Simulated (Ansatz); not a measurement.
`[CH3][GeH2][NH][SiH3]` + CH₃NH₂ → `C[NH][GeH2][CH3]` + `N[SiH3]` at 298.15 K and 1 bar (ligand exchange at a Ge–N bond).

Computed with Ansatz on PBE0-D4/def2-TZVP structures; ΔE is electronic, products minus reactants. CCSD(T)/CBS adds triple-zeta CCSD(T) − MP2 to the extrapolated MP2 energy (def2 sets, frozen cores). This one scheme is used for every species. For Ge outer-core shells are correlated without core-valence functions, which leaves a few kJ/mol of doubt a bond. Scalar relativity is left out up to krypton. One conformer a species, not always the lowest.

```tsv
species	CCSD(T)/CBS energy (Eh)	H − E (kJ/mol)	S (J/(mol·K))
`[CH3][GeH2][NH][SiH3]`	-2463.39526	269.1	382.1
CH₃NH₂	-95.75281	180.0	240.4
`C[NH][GeH2][CH3]`	-2212.33836	301.0	350.7
`N[SiH3]`	-346.80422	145.7	264.3
```

H − E and S are ideal-gas, rigid-rotor, harmonic terms from PBE0-D4/def2-TZVP, for one conformer and one mirror image of each species. 1 Eh = 2625.50 kJ/mol, R = 8.31446 J/(mol·K).

Question: By hand: ΔE, ΔH, ΔS and ΔG.

Answer: ΔE = (-2212.33836) + (-346.80422) − (-2463.39526) − (-95.75281) = 0.00549 Eh = 14.4 kJ/mol. Δ(H − E) = 301.0 + 145.7 − 269.1 − 180.0 = -2.4, so ΔH = 12.0 kJ/mol. ΔS = 350.7 + 264.3 − 382.1 − 240.4 = -7.5 J/(mol·K). ΔG = 12.0 − 298.15 × (-7.5)/1000 = 14.2 kJ/mol.

Question: By hand: the equilibrium constant, and the temperature at which ΔG would vanish if ΔH and ΔS stayed fixed.

Answer: log₁₀ K = −ΔG/(RT ln 10) = -2.5. ΔH and −TΔS have one sign here, so there is no such temperature.

The number of gas molecules stays the same, so ΔS is small and ΔH decides. A doubt of 5 kJ/mol in ΔE shifts log₁₀ K by 0.9 here. Other conformers and mirror images would add mixing entropy, several J/(mol·K) or more a flexible species. Modes under 60 cm⁻¹, often nearly free rotors, make the harmonic entropy too high. These are equilibria of isolated gas molecules and say nothing of rates. Largest T1 diagnostic: 0.011 (customary marks: 0.02 for closed shells, 0.045 for open ones).

ΔS is within the doubt of such terms, so its sign, and with it that verdict, could turn.
